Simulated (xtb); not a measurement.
O₂Si, singlet, at a GFN2-xTB geometry; xtb with GFN-FF.

xtb was given this input:
```
$ xtb mol.xyz --gfnff --json

# file mol.xyz
3

O     -0.00000000    -0.00000000    -1.49108470
Si     0.00000000     0.00000000     0.00000000
O      0.00000000     0.00000000     1.49108470
```

Q: What does xtb print? Leave out banner, timings and long lists.

A: 
```
   ID    Z sym.   atoms
    1    8 O      1, 3
    2   14 Si     2

           -------------------------------------------------
          |                Calculation Setup                |
           -------------------------------------------------

          ==================== Thresholds ====================
          CN  :   150.00000
          rep :   500.00000
          disp:  2500.00000
          HB1 :   250.00000
          HB2 :   450.00000

          Pauling EN used:
          Z : 8  EN :  3.44
          Z :14  EN :  1.90
          electric field strengths (au): 0.000

           -------------------------------------------------
          |           Force Field Initialization            |
           -------------------------------------------------

          distances ...
          ----------------------------------------
          generating topology and atomic info file ...
          pair mat ...
          computing topology distances matrix with Floyd-Warshall algo ...
          making topology EEQ charges ...
          #fragments for EEQ constrain: 1
          ----------------------------------------
          generating topology and atomic info file ...
          pair mat ...
          computing topology distances matrix with Floyd-Warshall algo ...
          making topology EEQ charges ...
          #fragments for EEQ constrain: 1
          rings ...
          # BATM   0
          # H in HB   0
          doing iterative Hueckel for 2 subsystem(s) ...

  atom   neighbors  erfCN metchar sp-hybrid imet pi  qest     coordinates
    1  O       1    0.98   0.00         2    0    0  -0.311   -0.000000   -0.000000   -2.817742
    2  Si      2    1.92   0.00         1    0    0   0.622    0.000000    0.000000    0.000000
    3  O       1    0.98   0.00         2    0    0  -0.311    0.000000    0.000000    2.817742

          #atoms :   3
          #bonds :   2
          #angl  :   1
          #tors  :   0
          #nmol  :   1
          #optfrag :   1
           -------------------------------------------------
          |                   G F N - F F                   |
          |          A general generic force-field          |
          |                  Version 1.0.3                  |
           -------------------------------------------------
          Number of HB bonds (bound hydrogen)     0
          Number of HB bonds (unbound hydrogen)   0
          Number of XB bonds                      0

         :::::::::::::::::::::::::::::::::::::::::::::::::::::
         ::                     SUMMARY                     ::
         :::::::::::::::::::::::::::::::::::::::::::::::::::::
         :: total energy              -0.383880057641 Eh    ::
         :: gradient norm              0.026198023602 Eh/a0 ::
         ::.................................................::
         :: bond energy               -0.283601926912 Eh    ::
         :: angle energy               0.000000000000 Eh    ::
         :: torsion energy             0.000000000000 Eh    ::
         :: repulsion energy           0.050877997028 Eh    ::
         :: electrostat energy        -0.150366769365 Eh    ::
         :: dispersion energy         -0.000789358390 Eh    ::
         :: HB energy                  0.000000000000 Eh    ::
         :: XB energy                  0.000000000000 Eh    ::
         :: bonded atm energy          0.000000000000 Eh    ::
         :: external energy            0.000000000000 Eh    ::
         :: add. restraining           0.000000000000 Eh    ::
         :: total charge               0.000000000000 e     ::
         :::::::::::::::::::::::::::::::::::::::::::::::::::::

           -------------------------------------------------
          |                Property Printout                |
           -------------------------------------------------

molecular dipole:
                 x           y           z       tot (Debye)
 q only:        0.000       0.000       0.000       0.000

           -------------------------------------------------
          | TOTAL ENERGY               -0.383880057641 Eh   |
          | GRADIENT NORM               0.026198023602 Eh/α |
           -------------------------------------------------
########################################################################
[WARNING] Runtime exception occurred
-1- gfnff_setup: Could not read topology file.
########################################################################

normal termination of xtb
```
